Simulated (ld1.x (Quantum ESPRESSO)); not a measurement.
## iron (Fe): one change to an RRKJ potential, before and after

iron, norm-conserving RRKJ (Kleinman–Bylander form), made with ld1.x (Quantum ESPRESSO) 7.5 (PBEsol, scalar-relativistic). Core [Ne], reference 3s2 3p6 3d6 4s1.5 4p0 (charge +0.5). Waves: 3s (bound): rc 0.95 bohr; 3p (bound): rc 0.75 bohr; 3d (bound): rc 1.00 bohr. Local part: all-electron potential smoothed inside 0.85 bohr (lloc = -1). Core correction: none. rho0 = 0.02.

Occupied shells without a wave of their own: 4s. They enter only through the test configuration that unscreens the potential.

Change: wave 3d (bound): rc 1.00 bohr becomes 3d (bound): rc 1.38 bohr.

Cutoffs: the cutoffs (Ry, on a coarse ladder) from which the occupation-weighted sum of valence levels, in a spherical-Bessel basis at the reference potential, stays within 10 and 1 mRy of its value at 400 Ry; they do not see the model core or the augmentation charge, which bear on the density cutoff. Errors are all-electron minus pseudo energies relative to the spin-unpolarised reference configuration.

Problem. What does the change do?

Solution. The potential gets neither clearly harder nor softer (230 Ry and 300 Ry → 230 Ry and 300 Ry); the p channel sets the loose cutoff, while the largest relative change is in d, which becomes softer; of the 7 tests that both files solve, the error grows in 0 and shrinks in 1 by more than 15 % and 0.3 meV (median size 97.6 → 86.9 meV); neither file shows a bound ghost.

```csv
quantity,base,changed
"cutoff, loose",230 Ry,230 Ry
"cutoff, tight",300 Ry,300 Ry
loose cutoff by channel (10 mRy a level),"s 100 Ry, p 180 Ry, d 140 Ry","s 100 Ry, p 180 Ry, d 80 Ry"
bound ghosts,none,none
"largest miss of a reference level, eV",0.08,0.08
"error for 3s2 3p6 3d6 4s2 4p0, meV [ΔE -3.49 eV]",+33,+33
"error for 3s2 3p6 3d6 4s1 4p0, meV [ΔE 5.25 eV]",-43,-43
"error for 3s2 3p6 3d6 4s0 4p0, meV [ΔE 21.37 eV]",-167,-164
"error for 3s2 3p6 3d4 4s0 4p0, meV [ΔE 108.60 eV]",-340,-216
"error for 3s2 3p6 3d7 4s0 4p0, meV [ΔE 3.10 eV]",-98,-87
"error for 3s2 3p6 3d7 4s1 4p0, meV [ΔE -4.29 eV]",-24,-22
"error for 3s2 3p6 3d6 4s0 4p1, meV [ΔE 10.33 eV]",-125,-124
```

Base: The 4s level has no wave, so the channel is fitted at the deeper level alone: the likely source of the large errors. Changed file: The 4s level has no wave, so the channel is fitted at the deeper level alone: the likely source of the large errors.
